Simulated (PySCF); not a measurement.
GeH2FBr, SMILES [F][GeH2][Br].

The structure is a stationary point at TPSSh-D3(BJ)/def2-SVP.

Calculation: TPSSh-D3(BJ)/def2-SVP run with PySCF.

Frequencies are harmonic and unscaled.

```json
[
 {"mode": "1", "ν (cm⁻¹)": "168", "IR (km/mol)": "5.7", "Raman (Å⁴/amu)": "1.6", "depolarisation": "0.69", "moving atoms (share of kinetic energy)": "F 68 %, Br 17 %, Ge 14 %"},
 {"mode": "2", "ν (cm⁻¹)": "317", "IR (km/mol)": "37.8", "Raman (Å⁴/amu)": "6.1", "depolarisation": "0.24", "moving atoms (share of kinetic energy)": "Ge 52 %, Br 46 %"},
 {"mode": "3", "ν (cm⁻¹)": "523", "IR (km/mol)": "29.0", "Raman (Å⁴/amu)": "7.8", "depolarisation": "0.75", "moving atoms (share of kinetic energy)": "H 89 %"},
 {"mode": "4", "ν (cm⁻¹)": "652", "IR (km/mol)": "10.8", "Raman (Å⁴/amu)": "19.7", "depolarisation": "0.75", "moving atoms (share of kinetic energy)": "H 95 %"},
 {"mode": "5", "ν (cm⁻¹)": "717", "IR (km/mol)": "82.3", "Raman (Å⁴/amu)": "4.5", "depolarisation": "0.12", "moving atoms (share of kinetic energy)": "F 78 %, Ge 22 %"},
 {"mode": "6", "ν (cm⁻¹)": "801", "IR (km/mol)": "157.1", "Raman (Å⁴/amu)": "17.3", "depolarisation": "0.61", "moving atoms (share of kinetic energy)": "H 96 %"},
 {"mode": "7", "ν (cm⁻¹)": "850", "IR (km/mol)": "76.2", "Raman (Å⁴/amu)": "16.9", "depolarisation": "0.73", "moving atoms (share of kinetic energy)": "H 98 %"},
 {"mode": "8", "ν (cm⁻¹)": "2192", "IR (km/mol)": "55.1", "Raman (Å⁴/amu)": "259.9", "depolarisation": "0.09", "moving atoms (share of kinetic energy)": "H 99 %"},
 {"mode": "9", "ν (cm⁻¹)": "2210", "IR (km/mol)": "107.7", "Raman (Å⁴/amu)": "93.2", "depolarisation": "0.75", "moving atoms (share of kinetic energy)": "H 98 %"}
]
```
